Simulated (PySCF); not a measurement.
Energy of Mn (manganese, neutral) between two integer charges

The 4s beta orbital of [Ar] 3d5 4s2 is emptied in steps (occupation f), with all orbitals relaxed, ending at [Ar] 3d5 4s1. Calculation: PySCF 2.14, in def2-SVP (5s3p2d1f, 31 functions); no relativity, point nucleus. The exact energy is a straight line in f; departures are measured from the line between the end points of the same method.

```json
{"f": "1", "BHandHLYP (eV)": "0.000", "HSE06 (eV)": "0.000"}
{"f": "0.9", "BHandHLYP (eV)": "-0.144", "HSE06 (eV)": "-0.216"}
{"f": "0.7", "BHandHLYP (eV)": "-0.343", "HSE06 (eV)": "-0.504"}
{"f": "0.5", "BHandHLYP (eV)": "-0.417", "HSE06 (eV)": "-0.598"}
{"f": "0.3", "BHandHLYP (eV)": "-0.359", "HSE06 (eV)": "-0.498"}
{"f": "0.1", "BHandHLYP (eV)": "-0.157", "HSE06 (eV)": "-0.204"}
{"f": "0", "BHandHLYP (eV)": "0.000", "HSE06 (eV)": "0.000"}
```

```tsv
method	E(f=0) − E(f=1) (eV)	−ε at f=1 (eV)	−ε at f=0.5 (eV)
BHandHLYP	7.277	5.688	7.230
HSE06	7.021	4.613	7.038
```

Orbital energy along the path (eV):

```
  f  BHandHLYP   HSE06
  1     -5.688  -4.613
0.9     -5.981  -5.093
0.7     -6.589  -6.065
0.5     -7.230  -7.038
0.3     -7.918  -8.004
0.1     -8.667  -8.971
  0     -8.962  -8.615
```

As f goes to zero the orbital energy of a semilocal functional can turn back, because the density of that orbital vanishes from the exchange-correlation potential.

Reference removal energy between the ground levels: 7.434 eV (measured; NIST Atomic Spectra Database, ionization energies).
